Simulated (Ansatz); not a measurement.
Born–Oppenheimer molecular dynamics of CH5BCl2O (10 atoms, charge 0, multiplicity 1). It starts at the highest image of a converged band, a first-order saddle point between two minima.

All numbers below come from RKS PBE0-D4/def2-SVP (Ansatz 0.2.0).

```
ensemble                      : NVE (velocity Verlet)
time step                     : 0.5 fs
steps asked                   : 200
starting velocities drawn for : 300 K
seed                          : 11934
```

First frame:

```xyz
10
Properties=species:S:1:pos:R:3
B -0.013 -0.264 -0.095
Cl -0.311 -0.120 2.161
H 0.990 0.379 -0.210
Cl -1.468 0.210 -0.975
O 0.176 -1.694 0.163
C -0.795 -2.668 -0.215
H -0.393 -3.651 0.061
H -1.750 -2.490 0.302
H -0.957 -2.622 -1.299
H 0.079 -1.351 1.362
```

Question: How far do the bonds stretch over the last three quarters of this one trajectory? (Pairs bonded in most of those frames.)

Answer: 
```
   bond  mean (Å)  spread (Å)  shortest  longest
  B1–H3     1.205       0.005      1.19     1.22
 B1–Cl4     1.782       0.038      1.73     1.86
  B1–O5     1.338       0.014      1.31     1.37
Cl2–H10     1.290       0.034      1.24     1.34
  O5–C6     1.414       0.015      1.40     1.45
  C6–H7     1.099       0.006      1.09     1.11
  C6–H8     1.102       0.005      1.09     1.11
  C6–H9     1.102       0.005      1.09     1.11
```

Mean temperature of the second half: 804 K. The conserved energy stayed within 0.073 meV per atom of its start (net change 0.012 meV per atom), so the integration is sound. The kinetic energy rose, since the run started high on the potential surface and went downhill. It ends in pieces (CH4BClO + ClH), so much of that is their flight and rotation, not heat. A run of 0.1 ps of so small a system gives no equilibrium averages. The orbitals stay closed-shell, which can raise the energy where a bond breaks towards radicals; this wasn't checked here.

Time of the run: 4.4 min on 2 threads of Intel(R) Xeon(R) 6975P-C (Granite Rapids) (shared host), peak memory 0.24 GiB.
